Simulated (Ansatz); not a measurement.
Total energies of BBrClH, SMILES `ClBBr`.

Cartesian coordinates in Å:
```
Cl 0.4554 1.4297 0.7910
B 0.1168 -0.0133 -0.1006
Br -1.4297 -1.0469 0.2652
H 0.8575 -0.3695 -0.9557
```

Charge 0, multiplicity 1. Correlated methods include outer-core shells of Br, which these sets cover unevenly. Scalar relativity is left out up to krypton. The geometry is a stationary point of PBE0-D4/def2-TZVP. Basis def2-TZVPP, the Gaussian-basis code of Ansatz.

RPA on PBE orbitals: Hartree–Fock energy of these orbitals -3057.23484 Eh, correlation -0.89534 Eh (frozen core).

```tsv
functional	energy without D4 (Eh)	D4 term (kJ/mol)
BHLYP	-3059.87317	-11.8
LC-ωPBE	-3059.38877	–
```

(1) Give the same for LDA (SPW92), PBE, revPBE, BLYP, r2SCAN, B97M-V, PBE0, B3LYP, r2SCANh, r2SCAN0, HSE06 (plane-wave form), CAM-B3LYP, ωB97X-V, ωB97M-V, B2PLYP, PBE-QIDH. (An estimate is asked.)

B3LYP takes the VWN-RPA correlation (the form of Gaussian; ORCA's B3LYP/G). HSE06 is the plane-wave form, built on full-range PBE exchange. The double hybrids freeze the cores in their second-order part.

Results:

(1) The calculation gave: 
```tsv
functional	energy without D4 (Eh)	D4 term (kJ/mol)
LDA (SPW92)	-3054.55859	–
PBE	-3059.27578	-8.4
revPBE	-3059.58101	-23.5
BLYP	-3059.90189	-18.8
r2SCAN	-3059.83130	-1.8
B97M-V	-3059.32340	–
PBE0	-3059.40853	-7.1
B3LYP	-3059.94098	-14.0
r2SCANh	-3059.82889	-1.9
r2SCAN0	-3059.82606	-2.2
HSE06 (plane-wave form)	-3059.40349	-6.7
CAM-B3LYP	-3060.01405	-7.3
ωB97X-V	-3059.58340	–
ωB97M-V	-3059.71465	–
B2PLYP	-3059.35565	–
PBE-QIDH	-3059.01318	–
```

LC-ωPBE has ω = 0.4 bohr⁻¹.
